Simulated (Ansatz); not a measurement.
The cluster Sn₄Se₄: single points at one geometry.

```yaml
crystal:
  periodic: [false, false, false]
  atoms:
    - {symbol: Sn, position_ang: [-1.141638, -0.079594, -2.060526]}
    - {symbol: Sn, position_ang: [-0.544042, -1.906729, 1.273963]}
    - {symbol: Sn, position_ang: [2.323641, 0.046546, -0.390425]}
    - {symbol: Sn, position_ang: [-0.637970, 1.939740, 1.177221]}
    - {symbol: Se, position_ang: [-2.418946, -0.048710, 0.406708]}
    - {symbol: Se, position_ang: [1.188537, 0.083232, 2.145216]}
    - {symbol: Se, position_ang: [0.663816, -2.019462, -1.225865]}
    - {symbol: Se, position_ang: [0.566601, 1.984966, -1.326292]}
basis:
  gaussian: {orbitals: def2-SVP, initial_orbitals: start.molden}
hamiltonian: {xc: pbe, dispersion: d4}
scf: {omitted_lower_state_checks: [starts]}
output: {orbitals: {seedname: orbitals}}
```

The file start.molden holds the orbitals of an earlier run on this structure, at another level or in another basis.

```sh
$ ansatz run in.yaml --threads 4 --pin off --events-out ev --progress --plain --max-ram 6963MiB
```

Shortened log:

```
Functional definition: PBE
2548 factors; their error is unknown
mean field evaluation 1: about -284664.5634 eV, gradient 3.7e1 eV
mean field evaluation 2: about -284665.1044 eV, gradient 9.2e-1 eV
mean field evaluation 4: about -284664.7232 eV, gradient 1.5e-1 eV
mean field -284664.72324128 eV, -10461.2356264374 hartree, gradient 3.8e-5 eV, S^2 0.000000; 0 other end points of the search recorded, 0 dependent functions left out
reference -284664.72328325 eV, -10461.2356279799 hartree; 112, 112 occupied and 120, 120 virtual orbitals, 2548 factors
Total energy: -284665.74549822 eV, -10461.2731936872 hartree
Checks for a lower state left out: starts
```

Hardware: 4 threads of Arm Neoverse V1 on a shared host. Wall time 8 s, peak host memory 0.6 GiB.

As the first input, with `gaussian: {orbitals: def2-TZVP, initial_orbitals: start.molden}` (abridged; 19 s):

```
Functional definition: PBE
mean field -284697.38202907 eV, -10462.4358147517 hartree, gradient 7.8e-6 eV, S^2 0.000000
Total energy: -284698.40429176 eV, -10462.4733822128 hartree
Checks for a lower state left out: starts
```

As the first input, with `hamiltonian: {xc: pbe0, dispersion: d4}` (abridged; 20 s):

```
Functional definition: PBE0
mean field -284673.49094943 eV, -10461.5578337690 hartree, gradient 1.8e-5 eV, S^2 0.000000
Total energy: -284674.39221240 eV, -10461.5909545721 hartree
Checks for a lower state left out: starts
```

Geometry: PBE-D4/def2-SVP.

In the def2 sets Sn takes a core potential; there is no spin–orbit coupling. The structure comes from a short search, and lower isomers may exist.
